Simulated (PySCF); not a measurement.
SiCl₃I, SMILES Cl[Si](Cl)(Cl)I.

Geometry optimised at PBE-D3(BJ)/def2-SVP. The def2 effective core potentials stand for the cores of I; spin–orbit coupling is left out.

Calculation: PySCF with PBE-D3(BJ)/def2-SVP.

Frequencies are harmonic and unscaled.

Modes within 1.5 cm⁻¹ of each other (mostly degenerate sets) share a row, with their intensities summed.

| mode | ν (cm⁻¹) | IR (km/mol) | moving atoms (share of kinetic energy) |
|---|---|---|---|
| 1–2 | 111 | 0.0 | Cl 85 %, I 12 % |
| 3 | 157 | 2.8 | Cl 61 %, I 39 % |
| 4–5 | 185 | 5.8 | Cl 82 %, Si 17 % |
| 6 | 319 | 18.5 | Cl 64 %, Si 25 %, I 11 % |
| 7 | 513 | 180.5 | Si 64 %, Cl 34 % |
| 8–9 | 602 | 288.0 | Si 66 %, Cl 34 % |
